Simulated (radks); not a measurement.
Question: Species: I IV. Configuration: [Kr] 4d10 5s2 5p2. Method: scalar-relativistic Kohn-Sham, RPBE, spin-unpolarised, spherical densities, point nucleus; computed with a radial shooting solver on a logarithmic mesh with Libxc functionals. Some entries of the table are withheld. Estimate them.

orbital,occ.,eigenvalue (eV),<1/r> (bohr^-1)
1s,2,(1),56.84
2s,2,-5129.282,13.02
2p,6,-4606.452,12.46
3s,2,-1061.272,4.669
3p,6,-891.8874,4.438
3d,10,-638.4905,4.200
4s,2,-212.9225,1.886
4p,6,-159.8362,1.728
4d,10,-82.3594,(2)
5s,2,-46.3537,0.7130
5p,2,-34.1970,0.6092
6s,0,-17.6309,0.3304
4f,0,-13.2250,0.5441

Answer: 
(1) 1s eigenvalue (eV): -33019.72
(2) 4d <1/r> (bohr^-1): 1.447
